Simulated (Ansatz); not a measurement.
This geometry of Cl4H4NOTa (11 atoms, charge 0, multiplicity 1) is a first-order saddle point.

Level of theory: Ansatz, RKS PBE/def2-SVP.

```xyz
11
Properties=species:S:1:pos:R:3
Ta -0.129 0.342 0.269
O 1.995 -0.247 0.384
H 2.312 -1.012 0.901
Cl -0.254 -0.128 2.588
Cl 0.312 1.217 -1.862
Cl -2.266 1.235 0.298
Cl -0.410 -1.870 -0.407
N 1.190 1.912 0.940
H 1.057 2.259 1.898
H 1.359 2.700 0.303
H 2.059 0.812 0.816
```

Task: Which two structures does it join? (They come from a converged band through this point; their orientation in space is the band's.)

Result: Bonds broken: N8–H11. Bonds formed: O2–H11.

Image 0:

```xyz
11
Properties=species:S:1:pos:R:3
Ta 0.108 0.014 0.193
O 1.856 -0.754 0.356
H 2.321 -1.177 1.099
Cl -0.028 -0.326 2.566
Cl 0.661 0.931 -1.905
Cl -1.815 1.404 0.404
Cl -1.032 -1.867 -0.526
N 1.172 2.012 0.898
H 1.281 2.017 1.923
H 0.598 2.829 0.648
H 2.102 2.137 0.473
```

Image 8:

```xyz
11
Properties=species:S:1:pos:R:3
Ta -0.069 0.553 0.365
O 2.156 -0.232 0.406
H 2.042 -1.167 0.113
Cl 0.125 0.041 2.683
Cl 0.469 1.172 -1.830
Cl -2.331 0.997 0.341
Cl -0.247 -1.787 -0.238
N 0.703 2.318 0.881
H 0.861 2.630 1.846
H 1.097 2.991 0.213
H 2.420 -0.297 1.348
```

Task: How far does it lie above each of them?

Result: 1.17 eV above the first and 0.34 eV above the second. This is the barrier of this one path; another mechanism may lie lower. The orbitals stay closed-shell, which can raise the energy where a bond breaks towards radicals; this wasn't checked here.

The run took 3.7 min on 4 threads of Intel(R) Xeon(R) 6975P-C (Granite Rapids), with other jobs on the host, peak memory 0.28 GiB.
